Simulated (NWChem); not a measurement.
CH3ISi, singlet; SMILES C[Si]I

Low-valent species are run as closed-shell singlets; no triplet was tried in these runs. def2 effective core potentials on I; no spin-orbit coupling.

Task: Give the equilibrium geometry at PBE0/def2-SVP with def2 effective core potentials on I (NWChem) as a list of bonds and angles, with the point group.

Result: point group Cs; any orientation.
Bond lengths (Å): Si1–I2 2.499, Si1–C3 1.901, C3–H4 1.102, C3–H5 1.104, C3–H6 1.104. Bond angles (°): I2–Si1–C3 98.9, Si1–C3–H4 110.4, Si1–C3–H5 111.1, Si1–C3–H6 111.2, H4–C3–H5 108.7, H4–C3–H6 108.7, H5–C3–H6 106.6.
